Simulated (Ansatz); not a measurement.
Cartesian coordinates in Å:
```
N -0.171 1.185 -1.362
Si 0.962 -0.009 -0.867
C 0.148 -1.139 0.404
B -0.282 -0.294 1.619
S -1.864 0.525 1.773
H -0.567 1.812 -0.678
H -0.038 1.654 -2.244
H 2.225 0.515 -0.266
H 1.328 -0.776 -2.088
H -0.679 -1.627 -0.119
H 0.909 -1.881 0.668
H 0.460 -0.056 2.528
H -2.431 0.091 0.632
```

Total charge 0; spin multiplicity 1.

**Question.** List the PBE/def2-TZVPP orbital energies in eV (Ansatz). (Estimate.)

**Answer.** Ansatz gave: Occupied: -2395.92, -1779.68, -380.02, -268.51, -208.90, -177.30, -155.04, -154.90, -154.88, -137.36, -94.10, -94.10, -94.07, -21.11, -18.63, -17.26, -12.83, -12.18, -12.05, -10.66, -10.11, -9.43, -8.54, -8.21, -7.92, -7.49, -6.82, -6.07. Lowest empty: -1.82, -0.34, -0.01, 0.36, 1.00, 1.27, 1.57, 1.76.
